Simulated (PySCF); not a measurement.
Compound: SeMe2, C2H6Se.
Bonds: Se1–C2, Se1–C6. Hydrogens: H3, H4, H5 on C2; H7, H8, H9 on C6.

Computed by this run: PBE0-D3(BJ)/def2-SVP geometry optimisation, gas phase (PySCF); density fitting, grid level 1; the optimiser is geomeTRIC in internal coordinates, started from a GFN2-xTB structure with every atom displaced at random (about 0.03 Å).

Step 0: E = -67501.4139 eV
```
atom  x, y, z in Å  |  force x, y, z in eV/Å
Se1     0.0611   -0.0776   -1.2893   -1.628   0.536  -0.741
C2      1.4432   -0.0286   -0.0125    0.923   0.621  -0.043
H3      1.3353   -0.9252    0.5701    0.404  -0.577   0.743
H4      1.4887    0.8761    0.6125   -0.326  -0.033   0.055
H5      2.3856   -0.0233   -0.5923   -0.149  -0.317   0.179
C6     -1.4721    0.0298   -0.0132    2.607  -0.516   0.227
H7     -1.3706    0.9149    0.5941    0.027   0.662   0.318
H8     -1.3404   -0.8508    0.6099   -0.308  -0.306   0.358
H9     -2.3982    0.0152   -0.5050   -1.550  -0.070  -1.097
```

**Question.** Estimate the geometry and energy of step 1. (The exact step hangs on the optimiser's Hessian estimate; all steps are aligned on step 0, rigid shifts and turns removed.)

**Answer.** E = -67501.6136 eV, largest force 0.356 eV/Å
```
atom  x, y, z in Å  |  force x, y, z in eV/Å
Se1    -0.0029   -0.0355   -1.3151    0.013   0.061   0.154
C2      1.4448   -0.0356   -0.0164    0.177   0.084  -0.165
H3      1.4145   -0.9318    0.6180   -0.037  -0.014   0.007
H4      1.4519    0.8722    0.6054   -0.177  -0.016  -0.009
H5      2.3812   -0.0377   -0.5926   -0.004  -0.090  -0.009
C6     -1.4453    0.0191   -0.0071    0.351  -0.042  -0.038
H7     -1.3439    0.9288    0.6007   -0.133  -0.004   0.007
H8     -1.3688   -0.8724    0.6310   -0.166   0.024   0.027
H9     -2.3988    0.0235   -0.5495   -0.025  -0.003   0.026
```

The energy changes by -0.1998 eV. The first-order estimate −F·Δx gives -0.3924 eV and the mean of the old and new forces, exact on a quadratic surface, -0.2029 eV. The step makes an angle of 51° with the force vector and moves no atom by more than 0.093 Å.

What follows is the cost of the whole optimisation. On Arm Neoverse V1, one thread, no GPU, on a shared host, this took 13 s wall and 0.34 GiB of memory at its peak.
